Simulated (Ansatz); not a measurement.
Cost and result up the ladder for the cluster Sn₆Te₁₂ (18 atoms). The state is a singlet with charge 0. Geometry: PBE-D4/def2-SVP, loosely relaxed.

```xyz
18

Sn    0.1874    5.7428   -3.2362
Sn    1.7826    3.5363   -0.7392
Sn   -1.6803   -3.7008    1.6045
Sn   -4.7080   -7.1744    1.2059
Sn    3.4469   -0.6803    0.7815
Sn    0.3315   -0.4143    2.7049
Te   -1.0681   -2.7094    4.3196
Te   -3.5475   -5.5300    3.2756
Te   -6.4120   -5.3980    2.3585
Te   -1.0260    3.7008   -5.6154
Te    0.8871   -2.0499    0.3862
Te   -0.0253    2.8074   -2.8315
Te    2.7498    5.9688   -1.4763
Te    2.3926    1.9667    1.6783
Te    1.3275    3.9569   -6.8733
Te    3.1508   -0.1668    3.6764
Te   -0.3354   -5.3204    3.6224
Te    2.5462    5.4647   -4.8419
```

Ansatz on 2 threads of AMD EPYC 7R13 on a shared host and a share (18 GiB) of an NVIDIA H100 80GB HBM3. Times are rough, and most runs start from the orbitals of an earlier one. No level here is sound enough to serve as a yardstick. Binding counts from free atoms at the same level (Sn triplet, Te triplet; other spins of the atoms weren't run), without zero-point energy or a counterpoise term.

In the def2 sets Sn, Te take a core potential; there is no spin–orbit coupling. Correlated methods freeze 72 core orbitals; core or outer-core shells of Sn, Te are correlated, in sets that lack core-valence functions. The rows differ in basis, and correlated rows in double-zeta sets carry the largest basis error. Single mean-field runs in def2-SVP, def2-mTZVP are fitted with def2-universal-jkfit. Another isomer (singlet) lies 1.79 eV lower at PBE0-D4/def2-SVP; other spin states weren't run for this one.

Correlated methods converge slowly with the basis, most of all in double-zeta sets.

```csv
level,functions,binding energy per atom (eV),remarks
RPA@PBE/def2-SVP,468,1.74,loose geometry
PBE0-D4/def2-SVP,468,2.43,"loose geometry, restricted SCF unstable in HF"
MP2/def2-SVP,468,2.10,"loose geometry, restricted SCF unstable"
r2SCAN-D4/def2-SVP,468,2.41,"loose geometry, restricted SCF unstable in HF"
r2SCAN0-D4/def2-SVP,468,2.25,"loose geometry, restricted SCF unstable in HF"
PBE-D4/def2-SVP (with forces),468,2.65,loose geometry
r2SCAN-D4/def2-mTZVP,648,2.40,"loose geometry, restricted SCF unstable in HF"
```

Task: Estimate how long each takes.

Result: PBE0-D4/def2-SVP 3.9 s; r2SCAN-D4/def2-SVP 4.7 s; PBE-D4/def2-SVP (with forces) 5.5 s; r2SCAN0-D4/def2-SVP 6 s; r2SCAN-D4/def2-mTZVP 6 s; MP2/def2-SVP 12 s; RPA@PBE/def2-SVP 13 s. On shared hardware such times vary by a factor of up to 3.
